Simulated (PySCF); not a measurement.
**Calculated NMR data**

- GFN2-xTB structure
- NMR shieldings at PBE0/pcSseg-1/GIAO
- run in PySCF 2.14
- non-relativistic Hamiltonian, isolated molecule, fast rotation and ring inversion assumed for equivalent nuclei, one conformer

Chemical shifts δ = σref − σ; TMS for $^{1}$H (σ = 31.72 ppm), $^{13}$C (σ = 186.93 ppm), all at this level. Splittings of carbon signals by F and P are missing where no couplings were computed. Where no couplings were computed, multiplicities follow the n + 1 count of equivalent neighbours, and m marks all less simple cases (inequivalent or close neighbours, rings, F or P nearby). Shifts are as computed. Against solution values, carbons near 30 ppm lie about +3 ppm off and those near 130 ppm about +5 ppm. Of 1211 compounds with measured shifts, 218 miss one by over three times the rms of a fit or turn the order of signals round; such compounds aren't used in these exercises.

Compound 1 (C6H4O2). $^{1}$H NMR (500 MHz, computed): δ 6.95 (d, 1H), 5.65 (m, 1H), 3.94 (m, 1H), 1.70 (d, 1H). $^{13}$C{$^{1}$H} NMR (computed): δ 177.3, 152.6, 116.3, 81.0, 78.8, 37.6. Structure: SMILES C#C[C@@H]1C=COC1=O.

Compound 2 (C5H5F2NO2). $^{1}$H NMR (500 MHz, computed): δ 7.37 (s, 1H), 6.82 (m, 1H), 4.03 (s, 3H). $^{13}$C{$^{1}$H} NMR (computed): δ 165.5 (CH), 123.4 (CH), 117.5 (C), 114.8 (C), 62.0 (CH3). Structure: `C(=C/OC)(/C#N)OC(F)F`.

Compound 3 (C6H4O2). $^{1}$H NMR (500 MHz, computed): δ 7.03 (m, 2H), 6.24 (d, 2H). $^{13}$C{$^{1}$H} NMR (computed): δ 185.2 (C), 143.7 (CH), 136.7 (CH). Structure: o-benzoquinone (O=C1C(=O)C=CC=C1).
